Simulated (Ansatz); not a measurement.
Two shapes of singlet TiCl4.

Shape 1:

```xyz
5

Ti   -0.0046    0.0309   -0.0390
Cl    1.2073    1.2625    1.2724
Cl    1.2276   -1.1979   -1.2345
Cl   -1.2497    1.2923   -1.2561
Cl   -1.2453   -1.2822    1.2117
```

Shape 2:

```xyz
5

Ti    0.0032   -0.0015   -0.0094
Cl    1.2375    1.2491    1.2497
Cl    1.2372   -1.2371   -1.2418
Cl   -1.2376    1.2396   -1.2502
Cl   -1.2436   -1.2533    1.2402
```

Basis set: STO-3G (spherical functions). Frozen core: 25 orbitals. Charge 0, multiplicity 1.

Computed with Ansatz (development build ahead of 0.2.0); each method stands on the lowest determinant of its kind that the runs found.

**Question.** Which shape is lower in energy, and by how much in each method?

**Answer.**

```csv
method,E(2) − E(1) (eV)
RHF,-0.047
RHF-MP2,-0.047
```

Shape 2 is lower. Caution: no unrestricted run beside it, a lower state can exist; other spin multiplicities were not run.
